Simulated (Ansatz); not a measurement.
`[F][Sn]([F])[SiH3]` radical, 7 atoms. Charge 0, multiplicity 2. Correlated methods include outer-core shells of Sn, which these sets cover unevenly. Sn: def2 effective core potential. All runs use 4 threads of an Arm Neoverse V1 on a shared host. Correlated methods freeze the cores. Open-shell runs search over several starts.

How many basis functions does each run have, and how long does it take in Ansatz? UKS PBE0-D4/def2-QZVPP energy; direct RPA on PBE orbitals/def2-TZVPP energy; UHF-CCSD(T)/def2-SVP energy; UKS r2SCAN-D4/def2-TZVPP energy and forces; UKS ωB97M-V/def2-SVP energy; UKS B2PLYP (frozen core)/def2-TZVPP energy; UKS PBE0-D4/def2-SVP energy; UKS PBE0-D4/def2-TZVP relaxation (6 steps); UKS PBE0-D4/def2-TZVP frequencies; UHF-MP2/def2-QZVPP energy; UHF-CCSD(T)/def2-TZVPP energy; UKS ωB97M-V/def2-QZVPP energy. (Estimate.)

Computed: Other jobs shared the machine, so times are rough.

```tsv
level	job	functions	wall time	peak host memory (GiB)
UKS PBE0-D4/def2-SVP	energy	87	1.6 s	0.38
UKS B2PLYP (frozen core)/def2-TZVPP	energy	196	6.5 s	0.64
UKS r2SCAN-D4/def2-TZVPP	energy and forces	196	7.5 s	0.33
UKS ωB97M-V/def2-SVP	energy	87	7.5 s	0.44
direct RPA on PBE orbitals/def2-TZVPP	energy	196	7.5 s	0.55
UKS PBE0-D4/def2-QZVPP	energy	356	12 s	1.4
UHF-CCSD(T)/def2-SVP	energy	87	13 s	0.66
UHF-MP2/def2-QZVPP	energy	356	19 s	1.6
UKS PBE0-D4/def2-TZVP	relaxation (6 steps)	167	27 s	0.52
UKS ωB97M-V/def2-QZVPP	energy	356	29 s	1.7
UKS PBE0-D4/def2-TZVP	frequencies	167	100 s	0.52
UHF-CCSD(T)/def2-TZVPP	energy	196	7 min	7
```
